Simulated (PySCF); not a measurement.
Isomers of C4H5BCl2. Theory: PBE0-D3(BJ)/def2-SVP geometry optimisation, gas phase in PySCF. One conformer each; no zero-point energy, no entropy. No frequencies were run at this level. Point groups hold within 0.08 Å.

Question: Order them by energy at this level, lowest first, and give relative energies in kcal/mol.
A. `[CH2:1]=[CH:2]/[CH:3]=[CH:4]\[B:5]([Cl:6])[Cl:7]` with C1–C2–C3–C4 180°
B. `[BH2:1][C@H:2]1[CH2:3][C:4]([Cl:5])=[C:6]1[Cl:7]` with H–B1–C2–C3 -144° and 41°

Answer: A (0.0), B (83.8).

As drawn, the higher has a four-membered ring, which the lower lacks.

```tsv
SMILES	E (Eh)	E rel (kcal/mol)	dipole (D)	point group	A, B, C (MHz)
C=C/C=C\B(Cl)Cl	-1099.80689	0.0	2.56	Cs	3363, 902.2, 711.4
B[C@H]1CC(Cl)=C1Cl	-1099.67334	83.8	1.77	C1	2227, 1445, 913.2
```
